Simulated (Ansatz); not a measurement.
`[CH3][GeH]([F])[F]` + `[OH]`• → `[CH3][Ge]([F])[F]`• + H₂O  (hydrogen abstraction from a Ge–H bond)

Computed with Ansatz on PBE0-D4/def2-TZVP structures; ΔE is electronic, products minus reactants. CBS: MP2 limit from def2 TZ/QZ plus the TZ coupled-cluster correction, frozen cores. This one scheme is used for every species. DFT in def2-TZVPP. B3LYP here is the variant with VWN-RPA as its local correlation; programs differ in this. Open shells (•) are unrestricted, without spin–orbit coupling. For Ge outer-core shells are correlated without core-valence functions, which leaves a few kJ/mol of doubt a bond. Scalar relativity is left out up to krypton.

**Question.** Is it downhill or uphill in electronic energy at CCSD(T)/CBS, and by how much? (Estimate.)

**Answer.** Computed: Downhill: ΔE = -1.49 eV.

**Question.** What do these levels give: LDA (SPW92), B2PLYP, revPBE, BLYP, B3LYP, r2SCANh, LC-ωPBE, HF/def2-SVP, CCSD/def2-SVP, HF/def2-TZVPP, CCSD(T)/def2-TZVPP, CCSD/CBS(def2)? (An estimate is asked.)

**Answer.** The calculation gave: LDA (SPW92) -2.11, B2PLYP -1.52, revPBE -1.70, BLYP -1.72, B3LYP -1.55, r2SCANh -1.47, LC-ωPBE -1.49, HF/def2-SVP -0.54, CCSD/def2-SVP -1.13, HF/def2-TZVPP -0.66, CCSD(T)/def2-TZVPP -1.38, CCSD/CBS(def2) -1.41 eV.

**Question.** What do rigid-rotor, harmonic-oscillator terms from PBE0-D4/def2-TZVP frequencies (298.15 K, 1 bar) make of the CCSD(T)/CBS value? (An estimate is asked.)

**Answer.** Ansatz gave: ΔZPE = +0.11 eV, ΔH = -1.37 eV, ΔS = 11 J/(mol·K), ΔG = -1.40 eV. Open shells count their whole term as degenerate.

Largest T1 diagnostic among the species: 0.014.

At CCSD(T), def2-SVP lies +0.31 eV from the extrapolated value and def2-TZVPP +0.10 eV. In def2-TZVPP, CCSD(T) changes the Hartree–Fock value by −0.73 eV (the triples alone add −0.08 eV) and MP2 by −0.98 eV.
